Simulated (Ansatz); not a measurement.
Calculated with Ansatz (gas phase, PBE0-D4/def2-TZVP geometries, no zero-point term in ΔE). CCSD(T)/CBS adds triple-zeta CCSD(T) − MP2 to the extrapolated MP2 energy (def2 sets, frozen cores). DFT in def2-TZVPP. B3LYP here is the variant with VWN-RPA as its local correlation; programs differ in this. HSE06 is defined as in plane-wave codes. def2 core potentials past Kr. For Sb, Te outer-core shells are correlated without core-valence functions, which leaves a few kJ/mol of doubt a bond.

Reaction (formal exchange of groups at a Te–Sb bond): `[SbH2][TeH]` + `B1N[SiH2]1` → `[TeH]B1N[SiH2]1` + `[SbH3]`

(1) Is it downhill or uphill in electronic energy at CCSD(T)/CBS, and by how much? (Estimate.)

(2) What do these levels give: r2SCAN-D4, HSE06-D4, BHLYP-D4, B3LYP, BHLYP, CAM-B3LYP, LC-ωPBE, RPA@PBE/def2-TZVPP, MP2/def2-SVP, CCSD(T)/def2-SVP, CCSD/def2-TZVPP, SCS-MP2/def2-QZVPP? (Estimate.)

Largest T1 diagnostic among the species: 0.014.

Results:

(1) Ansatz gave: Uphill: ΔE = +25.2 kJ/mol.

(2) Computed: r2SCAN-D4 20.9, HSE06-D4 23.2, BHLYP-D4 31.5, B3LYP 30.2, BHLYP 31.3, CAM-B3LYP 25.8, LC-ωPBE 19.7, RPA@PBE/def2-TZVPP 10.4, MP2/def2-SVP 14.9, CCSD(T)/def2-SVP 14.8, CCSD/def2-TZVPP 15.4, SCS-MP2/def2-QZVPP 24.3 kJ/mol.

Leaving LDA and LC-ωPBE aside and taking each functional with its dispersion term where it has one, the values, not all of them listed here, spread over 19.7 kJ/mol, from B97M-V to BHLYP-D4. LDA lies −8.9 kJ/mol from PBE without D4. At CCSD(T), def2-SVP lies −10.4 kJ/mol from the extrapolated value and def2-TZVPP −12.3 kJ/mol.
